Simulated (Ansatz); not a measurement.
`N[SiH](Cl)O[SiH3]` + H–F → `N[SiH](F)Cl` + `O[SiH3]` at 600 K and 1 bar (ligand exchange at the Si–O bond).

Computed with Ansatz on PBE0-D4/def2-TZVP structures; ΔE is electronic, products minus reactants. CBS: MP2 limit from def2 TZ/QZ plus the TZ coupled-cluster correction, frozen cores. This one scheme is used for every species. Each species was taken in one conformer, which may not be the lowest.

```csv
species,CCSD(T)/CBS energy (Eh),H − E (kJ/mol),S (J/(mol·K))
`N[SiH](Cl)O[SiH3]`,-1171.60384,248.1,498.3
H–F,-100.39570,42.3,194.0
`N[SiH](F)Cl`,-905.31614,152.4,387.3
`O[SiH3]`,-366.69042,135.7,307.9
```

H − E and S are ideal-gas, rigid-rotor, harmonic terms from PBE0-D4/def2-TZVP, for one conformer and one mirror image of each species. 1 Eh = 2625.50 kJ/mol, R = 8.31446 J/(mol·K).

Question: By hand: ΔE, ΔH, ΔS and ΔG.

Answer: ΔE = (-905.31614) + (-366.69042) − (-1171.60384) − (-100.39570) = -0.00702 Eh = -18.4 kJ/mol. Δ(H − E) = 152.4 + 135.7 − 248.1 − 42.3 = -2.3, so ΔH = -20.7 kJ/mol. ΔS = 387.3 + 307.9 − 498.3 − 194.0 = 2.9 J/(mol·K). ΔG = -20.7 − 600 × (2.9)/1000 = -22.4 kJ/mol.

Question: By hand: the equilibrium constant, and the temperature at which ΔG would vanish if ΔH and ΔS stayed fixed.

Answer: log₁₀ K = −ΔG/(RT ln 10) = 2.0. ΔH and −TΔS have one sign here, so there is no such temperature. One of them is within its doubt of zero, so this could turn.

The number of gas molecules stays the same, so ΔS is small and ΔH decides. A doubt of 5 kJ/mol in ΔE shifts log₁₀ K by 0.4 here. Other conformers and mirror images would add mixing entropy, several J/(mol·K) or more a flexible species. Modes under 60 cm⁻¹, often nearly free rotors, make the harmonic entropy too high. These are equilibria of isolated gas molecules and say nothing of rates. Largest T1 diagnostic: 0.011 (customary marks: 0.02 for closed shells, 0.045 for open ones).
